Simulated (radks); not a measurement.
The iodine anion I-, [Xe], held by a Watson sphere: a shell of charge +1 at radius R that stands for the Madelung well of a crystal (potential energy -1/R inside, -1/r outside, in hartree with lengths in bohr). Calculated with a radial shooting solver on a logarithmic mesh with Libxc functionals: scalar-relativistic Kohn-Sham, PBEsol, spin-polarised, spherical densities, finite nucleus; Fermi nuclear charge, rms radius of each element as measured or else 0.836 A^(1/3) + 0.57 fm. Response by self-consistent Sternheimer equations with the Hartree and adiabatic LDA kernel, the relativistic mass of each level held fixed and spin-orbit coupling left out. The sphere does not respond.

R (bohr)  e(4d) (eV)  e(5s) (eV)  e(5p) (eV)  <r> 5p (bohr)  sum of <r^2> (bohr^2)  X-ray form factor at sin(theta)/lambda = 0.2 1/angstrom  alpha (bohr^3)
4            -48.240     -15.971      -6.128          2.617                  74.67                                                   42.301           51.39
4.08         -48.172     -15.890      -6.049          2.622                  74.88                                                   42.301           52.22
4.1          -48.155     -15.870      -6.029          2.623                  74.93                                                   42.301           52.43
4.2          -48.071     -15.772      -5.932          2.628                  75.18                                                   42.300           53.45
4.51         -47.815     -15.479      -5.640          2.643                  75.88                                                   42.300           56.52
4.55         -47.782     -15.443      -5.604          2.644                  75.96                                                   42.300           56.91
5.1          -47.353     -14.976      -5.133          2.663                  76.90                                                   42.301           61.83
5.2          -47.279     -14.897      -5.054          2.666                  77.04                                                   42.302           62.65
